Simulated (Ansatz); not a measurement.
Mulliken charges of `BC1=CB1` from r2SCAN/def2-TZVPP in Ansatz (PBE0-D4/def2-TZVP geometry).

```
atom   x (Å)   y (Å)   z (Å)  charge (e)
  B1  -0.475   1.183  -0.208      -0.140
  C2   0.378   0.277   0.550       0.038
  C3   0.881  -0.942   0.761      -0.045
  B4  -0.024  -0.918  -0.364      -0.053
  H5  -0.011   1.781  -1.133       0.010
  H6  -1.607   1.344   0.140       0.010
  H7   1.564  -1.391   1.463       0.117
  H8  -0.614  -1.392  -1.266       0.063
```

Question: By hand: the dipole of these point charges (1 e Å = 4.8032 D).

Answer: Σ q r = (0.171, -0.283, 0.117) e Å, of length 0.351 e Å = 1.69 D.

Question: How does the dipole of the full density compare? (An estimate is asked.)

Answer: The calculation gave: (0.145, -0.299, 0.079) e Å, 1.64 D; the point charges give 1.03 times that, at 8° from its direction.

Point charges leave out the atoms' own dipoles, such as those of lone pairs, and Mulliken's split depends on the basis, so the close match here is no proof of good charges.
